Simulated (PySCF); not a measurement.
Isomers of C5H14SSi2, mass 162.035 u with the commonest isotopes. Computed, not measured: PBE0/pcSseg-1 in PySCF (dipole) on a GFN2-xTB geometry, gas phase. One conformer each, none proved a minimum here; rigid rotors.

Question: Order these by rotational constant C, largest first.
A. `[CH3:1][CH2:2]/[C:3](=[CH:4]/[SiH3:5])[SiH2:6][S:7][CH3:8]` with C1–C2–C3–C4 -107°, C2–C3–Si6–S7 -112°, C3–Si6–S7–C8 -176°
B. `[CH3:1][CH2:2]/[C:3](=[CH:4]\[SiH3:5])[SiH2:6][S:7][CH3:8]` with C1–C2–C3–C4 -106°, C2–C3–Si6–S7 155°, C3–Si6–S7–C8 -59°
C. `[CH3:1]/[CH:2]=[CH:3]\[CH2:4][SiH2:5][S:6][CH2:7][SiH3:8]` with C2–C3–C4–Si5 -93°, C3–C4–Si5–S6 -173°, C4–Si5–S6–C7 -173°, Si5–S6–C7–Si8 -83°

Answer: A (584.9 MHz), B (523.9 MHz), C (400.4 MHz).

Question: Order these by rotational constant B, smallest first.
A. `[CH3:1][CH2:2]/[C:3](=[CH:4]\[SiH3:5])[SiH2:6][S:7][CH3:8]` with C1–C2–C3–C4 -106°, C2–C3–Si6–S7 155°, C3–Si6–S7–C8 -59°
B. `[CH3:1][CH2:2]/[C:3](=[CH:4]/[SiH3:5])[SiH2:6][S:7][CH3:8]` with C1–C2–C3–C4 -107°, C2–C3–Si6–S7 -112°, C3–Si6–S7–C8 -176°
C. `[CH3:1]/[CH:2]=[CH:3]\[CH2:4][SiH2:5][S:6][CH2:7][SiH3:8]` with C2–C3–C4–Si5 -93°, C3–C4–Si5–S6 -173°, C4–Si5–S6–C7 -173°, Si5–S6–C7–Si8 -83°

Answer: C (411.7 MHz), A (700.6 MHz), B (886.7 MHz).

Question: Order these by rotational constant A, largest first.
A. `[CH3:1][CH2:2]/[C:3](=[CH:4]\[SiH3:5])[SiH2:6][S:7][CH3:8]` with C1–C2–C3–C4 -106°, C2–C3–Si6–S7 155°, C3–Si6–S7–C8 -59°
B. `[CH3:1]/[CH:2]=[CH:3]\[CH2:4][SiH2:5][S:6][CH2:7][SiH3:8]` with C2–C3–C4–Si5 -93°, C3–C4–Si5–S6 -173°, C4–Si5–S6–C7 -173°, Si5–S6–C7–Si8 -83°
C. `[CH3:1][CH2:2]/[C:3](=[CH:4]/[SiH3:5])[SiH2:6][S:7][CH3:8]` with C1–C2–C3–C4 -107°, C2–C3–Si6–S7 -112°, C3–Si6–S7–C8 -176°

Answer: B (2977 MHz), A (1440 MHz), C (1167 MHz).

| SMILES | point group | Ia (u·Å²) | Ib (u·Å²) | Ic (u·Å²) | κ | μa (D) | μb (D) | μc (D) |
| --- | --- | --- | --- | --- | --- | --- | --- | --- |
| CC/C(=C\[SiH3])[SiH2]SC | C1 | 350.88 | 721.39 | 964.56 | -0.61 | 1.30 | 0.56 | 1.48 |
| C/C=C\C[SiH2]SC[SiH3] | C1 | 169.74 | 1227.68 | 1262.10 | -0.99 | 0.47 | 0.49 | 0.98 |
| CC/C(=C/[SiH3])[SiH2]SC | C1 | 433.13 | 569.95 | 864.08 | 0.04 | 0.09 | 1.00 | 1.06 |
